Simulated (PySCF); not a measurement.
# Spinor energies of Ru(3+) (ruthenium, charge +3)

Start: [Kr] 4d5; 4d3/2 filled at m_j = -3/2, -1/2, +1/2, +3/2; 4d5/2 filled at m_j = +5/2. Calculated with PySCF 2.14 in x2c-QZVPPall-2c: generalised Hartree-Fock with the X2C-1e Hamiltonian and a Gaussian nucleus; one run each with spin-orbit coupling (SO) switched off, then screened by Boettger's factors.

```csv
spinor shell,electrons,"ε, spin-free (eV)","ε, screened SO (eV)",weight of nominal j (screened SO),"rms radius, screened SO (bohr)"
1s1/2,2,-22270.7,-22269.5,1.000,0.0384
2s1/2,2,-3312.5,-3312.1,1.000,0.158
2p1/2,2,-2963.6,-3054.1,1.000,0.137
2p3/2,4,-2963.6,-2921.4,1.000,0.142
3s1/2,2,-646.96,-646.85,1.000,0.428
3p1/2,2,-529.23,-545.18,1.000,0.425
3p3/2,4,-529.23,-521.76,1.000,0.435
3d3/2,4,-340.11,-342.99,0.957,0.416
3d5/2,6,-340.11,-338.09,0.972,0.420
4s1/2,2,-128.36,-128.34,1.000,1.08
4p1/2,2,-92.394,-98.945,0.662,1.19
4p3/2,4,-92.394,-89.189,0.831,1.19
4d3/2,4,-46.167,-46.208,0.538,1.53
4d5/2,1,-46.167,-45.963,1.000,1.54
```

```csv
quantity,spin-free,screened SO
E (hartree),-4525.97027,-4526.61593
M_J,5/2,5/2
⟨J²⟩,8.751,8.751
⟨L²⟩,0.000,0.024
⟨S²⟩,8.751,8.726
```

Each row is a mean over spinors that exchange with the open shell spreads, by up to 11.126 eV (4p3/2).

Rows whose weight is well below 1 are mixtures of j = l ± 1/2: exchange outweighs spin-orbit coupling there, and the label is only the starting occupation.

Breit and QED terms are absent; they matter most for the inner s and p1/2 levels.

Densities and radii are taken from the X2C orbitals without a picture-change correction, which distorts them close to the nucleus.

Without spin-orbit coupling the j labels of p, d and f shells carry no meaning; the spin-free column gives the mean over the occupied spinors of each nl shell.
